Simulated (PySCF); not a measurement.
## What builds the third ionisation energy along group 15

All values are computed (PySCF 2.14, energy differences of UHF-based or UKS calculations, no spin-orbit coupling). Each column adds one step, in eV (sums use unrounded values): valence MP2, valence CCSD, valence triples, then the next inner shell at CCSD(T) (N 1s, P 2s 2p, Sb 4s 4p 4d, Bi 5s 5p 5d). References (NIST) marked * lie between the lowest fine-structure levels; the others compare directly ((s) semi-empirical, (t) theoretical).

| element | UHF | + MP2 | + CCSD | + (T) | + inner shell | sum | reference |
| --- | --- | --- | --- | --- | --- | --- | --- |
| N [He] 2s2 2p1 → [He] 2s2 (def2-QZVPPD, non-relativistic) | 47.301 | 0.228 | -0.254 | 0.031 | 0.052 | 47.359 | 47.445 (s) * |
| P [Ne] 3s2 3p1 → [Ne] 3s2 (def2-QZVPPD, non-relativistic) | 29.590 | 0.330 | 0.114 | 0.032 | 0.013 | 30.079 | 30.203 * |
| Sb [Kr] 4d10 5s2 5p1 → [Kr] 4d10 5s2 (def2-QZVPPD with the def2 core potential (28 electrons), ECP) | 24.150 | 0.253 | 0.062 | 0.018 | 0.181 | 24.665 | 25.323 * |
| Bi [Xe] 4f14 5d10 6s2 6p1 → [Xe] 4f14 5d10 6s2 (def2-QZVPPD with the def2 core potential (60 electrons), ECP) | 23.054 | 0.227 | 0.048 | 0.012 | 0.234 | 23.574 | 25.571 * |

What remains against the references is mostly basis incompleteness and, for starred values, spin-orbit coupling.

These are valence bases, so the inner-shell step is incomplete.
